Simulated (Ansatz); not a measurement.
```
atom   x (Å)   y (Å)    z (Å)
  Cl  0.0000  0.0000  -1.9293
  Zn  0.0000  0.0000   0.0000
  Cl  0.0000  0.0000   1.9293
```

Basis set: 6-31G* (spherical functions). Frozen core: 15 orbitals. Charge 0, multiplicity 1.

Computed with Ansatz (development build ahead of 0.2.0); each method stands on the lowest determinant of its kind that the runs found. Restricted open shells among the atoms or ions are ROHF, correlated in semicanonical orbitals with singles.

The atomization energy at this shape (free ground-state atoms in the same class of orbitals less the molecule, no zero-point energy) of singlet ZnCl₂:

```json
{"method": "RHF", "atomization energy": "112.28 kcal/mol"}
```

Task: What does RHF-MP2 give?

Result: 147.78 kcal/mol. Caution: the shape is not the minimum.
